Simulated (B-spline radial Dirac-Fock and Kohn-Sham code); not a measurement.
# Binding energies of Ce³⁺ in different valence configurations

Model: Dirac-Fock (average of configuration) total-energy differences with a finite nucleus, the Breit interaction including its frequency dependence, and self-energy and vacuum-polarisation corrections. Program: a radial atomic solver. Correlation and solid-state effects are left out.

Reference: the tabulated ground configuration [Xe] 4f1, with 2s 6590.4 eV, 3p1/2 1311.4 eV, 3p3/2 1223.0 eV, 4p3/2 252.8 eV, 4d3/2 147.2 eV, 5p3/2 50.11 eV, Kα1 34716.9 eV, Kβ1 39253.2 eV, Lα1 4839.6 eV, Lβ2 5615.3 eV.

Problem. One of these configurations gives the following shifts from the reference, in eV: average energy +5.51, 2s +9.65, 3p1/2 +11.08, 3p3/2 +11.12, 4p3/2 +9.18, 4d3/2 +8.37, 5p3/2 +3.42, Kα1 -0.91, Kβ1 -2.50, Lα1 -1.38, Lβ2 +1.21. Which?
A. [Xe] 6s1
B. [Xe] 5d1
C. [Xe] 6p1

Solution. B. The others give [Xe] 6s1: 2s +13.36; [Xe] 6p1: 2s +14.33.

Values without a named source are computed, but for edge energies of neutral atoms, which are taken from tables.
